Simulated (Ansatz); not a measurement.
```xyz
14

C    -1.057   -1.724    0.630
O    -1.191   -0.330    0.473
B    -0.223    0.488    0.009
C    -0.562    2.013   -0.099
Si    1.626   -0.206   -0.545
H    -1.247   -1.982    1.674
H    -0.058   -2.076    0.353
H    -1.798   -2.224    0.003
H    -0.425    2.364   -1.128
H    -1.580    2.247    0.221
H     0.141    2.603    0.501
H     2.330   -0.906    0.570
H     2.499    0.916   -0.989
H     1.544   -1.182   -1.673
```

The species carries charge 0 and has multiplicity 1.

List the PBE/def2-TZVPP orbital energies in eV (Ansatz 0.2.0). (An estimate is asked.)

Ansatz gave: Occupied: -1778.95, -511.09, -270.41, -268.16, -177.39, -136.76, -93.50, -93.49, -93.45, -26.16, -17.79, -16.86, -13.53, -12.75, -11.46, -11.37, -9.92, -9.68, -8.87, -8.40, -8.19, -8.05, -7.71, -6.24. Lowest empty: -1.58, 0.11, 0.24, 0.94, 1.05, 1.11, 1.41, 1.63.
